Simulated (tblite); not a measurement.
Species: C₈H₁₆.
Geometry (GFN2-xTB, Å), atoms numbered from 1 in this order:
```xyz
24
C8H16 angstrom
C      0.7519   -1.7126   -1.3924
C      0.3350   -0.6222   -0.7676
C     -0.8116   -0.6692    0.2046
C     -2.0378    0.1023   -0.2944
C     -3.2210   -0.0607    0.6513
C      0.9817    0.7135   -1.0150
C      1.6476    1.3074    0.2311
C      2.7434    0.4015    0.7769
H      1.5679   -1.6907   -2.0955
H      0.2958   -2.6752   -1.2303
H     -0.5010   -0.2543    1.1665
H     -1.0952   -1.7108    0.3701
H     -2.3102   -0.2646   -1.2868
H     -1.7955    1.1628   -0.3844
H     -3.5035   -1.1081    0.7342
H     -2.9703    0.3046    1.6452
H     -4.0807    0.4980    0.2885
H      1.7357    0.6014   -1.7967
H      0.2284    1.4166   -1.3795
H      2.0766    2.2772   -0.0318
H      0.8975    1.4812    1.0046
H      2.3342   -0.5677    1.0522
H      3.5145    0.2433    0.0262
H      3.2046    0.8460    1.6561
```

Level: GFN2-xTB in tblite, geometry and Hessian alike; calculated harmonic values, unscaled, isolated species. Against measured fundamentals such values can be off by several per cent, at times by over 20. One conformer, not necessarily the lowest. The optimisation stopped once no atom felt more than 0.01 eV/Å.

Lowest wavenumbers of the output (negative numbers stand for imaginary wavenumbers):
```
mode    cm-1
  1     -20.4
  2      52.9
  3      81.7
  4     107.7
  5     183.8
  6     195.2
  7     230.4
  8     263.7
```

Task: Is this structure a minimum?

Result: Not by this Hessian. 1 mode is imaginary beyond 20i (20i cm⁻¹), so at this level the point lies at or near a first-order saddle. The curvature is small, so loose convergence or finite differences may be the whole cause.

Task: Which atoms move in the imaginary mode?

Result: 20i: C8 (methyl carbon) 18 %, C4 (chain CH2 carbon) 15 %. These are shares of the mass-weighted motion.

Task: What is the remedy?

Result: Step along that mode in both directions, optimise again with tighter thresholds and repeat the frequencies. The zero-point energy of this point (137.8 kcal/mol) counts the 65 real modes alone, and thermal corrections from it aren't those of a minimum.
